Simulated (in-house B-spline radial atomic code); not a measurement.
## Ionising Pd II (Pd+) with different functionals

Computed with a B-spline radial code for spherical atoms: four-component Dirac-Coulomb Hamiltonian, Fermi nucleus of rms radius 4.5318 fm, spin-restricted, spherical fractional occupations for the functionals. The ionisation energy is the difference of two self-consistent energies, [Kr] 4d9 → [Kr] 4d8, without Breit or QED terms; ε is the level of the shell that loses the electron (mean over j). The electron is taken from both j subshells in proportion to 2j + 1, so the result is a j average, not the step between ground levels.

Hybrids are left out here: with spherical fractional occupations of an open shell their exact exchange keeps a self-interaction that integer-occupation calculations don't have.

```json
{"method": "LDA VWN5", "rung": "LDA", "ΔSCF (eV)": "21.09", "-ε(4d) (eV)": "14.89"}
{"method": "relativistic LDA", "rung": "LDA", "ΔSCF (eV)": "21.10", "-ε(4d) (eV)": "14.90"}
{"method": "LDA PW92", "rung": "LDA", "ΔSCF (eV)": "21.08", "-ε(4d) (eV)": "14.89"}
{"method": "LDA exchange-only", "rung": "LDA", "ΔSCF (eV)": "19.62", "-ε(4d) (eV)": "13.51"}
{"method": "PBE", "rung": "GGA", "ΔSCF (eV)": "20.82", "-ε(4d) (eV)": "14.62"}
{"method": "PBEsol", "rung": "GGA", "ΔSCF (eV)": "20.82", "-ε(4d) (eV)": "14.62"}
{"method": "BLYP", "rung": "GGA", "ΔSCF (eV)": "20.75", "-ε(4d) (eV)": "14.56"}
{"method": "RPBE", "rung": "GGA", "ΔSCF (eV)": "20.73", "-ε(4d) (eV)": "14.53"}
{"method": "PW91", "rung": "GGA", "ΔSCF (eV)": "20.90", "-ε(4d) (eV)": "14.69"}
{"method": "BP86", "rung": "GGA", "ΔSCF (eV)": "20.93", "-ε(4d) (eV)": "14.74"}
{"method": "AM05", "rung": "GGA", "ΔSCF (eV)": "20.80", "-ε(4d) (eV)": "14.60"}
{"method": "OLYP", "rung": "GGA", "ΔSCF (eV)": "20.80", "-ε(4d) (eV)": "14.54"}
```

Q: How do they compare with the NIST value?

A: NIST lists 19.4 eV ± 0.12 (semi-empirical, ground level to ground level). Errors run from +0.19 to +1.67 eV. The correlated functionals all miss on the same side by more than they spread, so the cause is common to them (Breit-QED terms, spin polarisation, the choice among j levels, multiplet and fine-structure energies, or a listed next ion that isn't the cheapest removal here) and closeness doesn't rank the functionals.
